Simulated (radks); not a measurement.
Question: Neutral caesium, 55 electrons, occupied as [Kr] 4d10 5p6 6s1 6p2 (not the ground configuration). Method: scalar-relativistic Kohn-Sham, PBE, spin-polarised, spherical densities, finite nucleus; open shells are filled with parallel spins first (spin-orbit coupling, left out, can overturn this in heavy ions); Fermi nuclear charge, rms radius 4.8041 fm; computed with a radial shooting solver on a logarithmic mesh with Libxc functionals. Some entries of the table are withheld. Estimate them.

orbital  occ.  eigenvalue (eV)  r(max) (bohr)
1s up       1        -35811.16        0.01678
1s down     1        -35811.14        0.01678
2s up       1        -5629.399        0.09488
2s down     1        -5629.386        0.09488
2p up       3        -5051.510        0.07619
2p down     3        -5051.494        0.07619
3s up       1        -1181.521         0.2725
3s down     1        -1181.502         0.2725
3p up       3        -995.5266         0.2666
3p down     3        -995.5055         0.2666
3d up       5        -722.4897         0.2204
3d down     5        -722.4696         0.2204
4s up       1        -234.1366         0.6425
4s down     1        -234.0929         0.6425
4p up       3        -174.6196            (1)
4p down     3        -174.5719            (2)
4d up       5         -87.8792            (3)
4d down     5         -87.8131            (4)
5p up       3         -22.9041          1.710
5p down     3         -22.6919          1.711
6s up       1          -5.4912          3.903
6p up       2          -2.8589          4.698

Answer: 
(1) 4p up r(max) (bohr): 0.6728
(2) 4p down r(max) (bohr): 0.6728
(3) 4d up r(max) (bohr): 0.7200
(4) 4d down r(max) (bohr): 0.7200
